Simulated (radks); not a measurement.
The numbers below are computed, except where a source is named.
The samarium ion Sm50+, configuration [Ne] 3s2.

Code: a radial shooting solver on a logarithmic mesh with Libxc functionals. Model: scalar-relativistic Kohn-Sham, SCAN, spin-polarised, spherical densities, finite nucleus; meta-GGA in the generalised Kohn-Sham scheme; Fermi nuclear charge, rms radius 5.0819 fm.

Energy parts (Ry):
| part | energy |
|---|---|
| total | -15687.1842 |
| kinetic | 17053.6247 |
| electron-nucleus | -34029.6247 |
| Hartree | 1523.1673 |
| exchange-correlation | -234.3516 |

Orbitals (lengths in bohr, moments of r in powers of bohr; r(max) is where P^2 peaks):
orbital  occ.  eigenvalue (Ry)  <1/r>      <r^2>   r(max)
1s          2        -3704.257  68.84  0.0007039  0.01449
2s          2        -816.1675  16.22    0.01071  0.08145
2p          6        -757.8391  15.18   0.008535  0.06568
3s          2        -332.2502  6.621    0.05972   0.2181

The highest occupied level is 3s at -4520.5 eV. Summed over all electrons, <r^2> = 0.1935 bohr^2, which gives a Langevin (diamagnetic) susceptibility term of -0.153 x 10^-6 cm^3/mol.
